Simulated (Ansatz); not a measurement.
`O[B](F)[InH2]` + `CO[SiH2]O[SiH3]` → `CO[SiH2]B(O)F` + `[SiH3][O][InH2]`  (redistribution)

Computed with Ansatz on PBE0-D4/def2-TZVP structures; ΔE is electronic, products minus reactants. CCSD(T)/CBS is the MP2 limit (def2-TZVPP, def2-QZVPP) plus CCSD(T) − MP2 in def2-TZVPP, frozen cores. Functionals use def2-TZVPP. Elements past krypton have def2 core potentials. For In outer-core shells are correlated without core-valence functions, which leaves a few kJ/mol of doubt a bond. One conformer a species, not always the lowest.

```
          species  PBE energy (Eh)
  `O[B](F)[InH2]`       -391.80008
`CO[SiH2]O[SiH3]`       -772.03398
  `CO[SiH2]B(O)F`       -606.12769
`[SiH3][O][InH2]`       -557.68591
```

(1) Work out ΔE.

Largest T1 diagnostic among the species: 0.015.

Answers

(1) ΔE = (-606.12769) + (-557.68591) − (-391.80008) − (-772.03398) = 0.02046 Eh = +53.7 kJ/mol. CCSD(T)/CBS gives +62.1 kJ/mol.

In def2-TZVPP, CCSD(T) changes the Hartree–Fock value by −12.9 kJ/mol (the triples alone add −3.5 kJ/mol) and MP2 by −10.1 kJ/mol. From PBE to PBE0 (25 % exact exchange), in def2-TZVPP and without D4, ΔE moves by +8.8 kJ/mol.
